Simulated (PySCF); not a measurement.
**Checking a proposed structure**

A compound C6H2F4 gives the data below (simulated from a calculation) and was assigned the structure `Fc1cc(F)c(F)cc1F`.

$^{13}$C{$^{1}$H} NMR (computed): δ 164.0 (C, dt, J = 316.8, 8.2 Hz), 159.6 (C, m, 2C), 144.2 (C, dt, J = 314.9, 12.6 Hz), 105.1 (CH, m, 2C).

$^{1}$H NMR (600 MHz, computed): δ 6.76 (m, 2H).

Theoretical values (PySCF): NMR shieldings at PBE0/pcSseg-1/GIAO, B3LYP/pcJ-1 coupling constants (spin–dipole term only in couplings to heteroatoms), structure optimised with PBE0-D3(BJ)/def2-SVP. Equivalent nuclei averaged, non-relativistic Hamiltonian, one conformer, in vacuum.

Shifts are taken against calculated references (same method and geometry level): TMS for $^{1}$H (σref 31.27), $^{13}$C (σref 184.41).

**Question.** Compare with the shifts computed for the proposed structure, pairing carbons in order of shift.

**Answer.** Atoms are numbered as in `[F:1][c:2]1[cH:3][c:4]([F:5])[c:6]([F:7])[cH:8][c:9]1[F:10]` (H(Xn): hydrogen on atom n).

```tsv
atom	computed for proposal	given list	difference
C2	153.2	164.0	-10.8
C4	153.2	159.6	-6.4
C6	153.2	159.6	-6.4
C9	153.2	144.2	+9.0
C3	111.7	105.1	+6.6
C8	111.7	105.1	+6.6
```

The rms difference is 7.8 ppm and the largest -10.8 ppm at C2 (aromatic carbon bearing fluorine). The proposal also would give 2 carbon signals, not 4. The proposal doesn't fit.

**Question.** Which isomer fits?

**Answer.** SMILES Fc1c(F)c(F)cc(F)c1.

- Carbon types of the structure: 4 × C, 2 × CH, which accounts for all hydrogens.
- δC 164.0, 159.6, 144.2: aromatic carbon bearing fluorine; an ipso carbon deshielded by its heteroatom.
- δC 105.1: aromatic CH.
- δH 6.76: hydrogen on an aromatic CH; ring-current deshielding.

Other isomers checked: Fc1ccc(F)c(F)c1F (rms 8.5 ppm).

The shifts were computed for this structure.

C–F couplings over four or more bonds (about 3 Hz to the para carbon of a fluoroarene) are left out. Common functionals overestimate the size of one-bond C–F couplings by tens of Hz; these are unscaled. Multiplet labels drop couplings under 1 Hz and merge nearly equal ones. Couplings among chemically equivalent protons are left out too, so labels in AA′BB′ or AA′XX′ sets are apparent multiplicities. Shifts are as computed. Against solution values, carbons near 30 ppm lie about +2 ppm off and those near 130 ppm about +5 ppm. Of 1211 compounds with measured shifts, 218 miss one by over three times the rms of a fit or turn the order of signals round; such compounds aren't used in these exercises.
